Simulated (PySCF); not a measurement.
BClH5NO2Si, SMILES OB(O)N[SiH2]Cl. Geometry: PBE-D3(BJ)/def2-SVP. The structure was generated by enumeration, and PubChem lists no compound with its InChIKey, so it may never have been made. Other conformers were not sampled.

Give the equilibrium geometry at PBE-D3(BJ)/def2-SVP (PySCF confirms it by a frequency run) as a Z-matrix, and its point group. (Estimate from the structure and the level; the computed values follow.)

Several could match; the one computed here: point group Cs.
```
N
H 1 1.0218
B 1 1.4328 2 118.22
O 3 1.3805 1 119.03 2 0.00
H 4 0.9709 3 114.24 1 180.00
O 3 1.3873 4 125.61 5 0.00
H 6 0.9699 3 115.51 4 0.00
Si 1 1.7459 2 118.39 3 180.00
H 8 1.4995 1 112.81 2 -117.39
H 8 1.4995 9 109.87 1 126.80
Cl 8 2.0900 9 107.49 10 116.68
```
Charge 0, spin multiplicity 1.
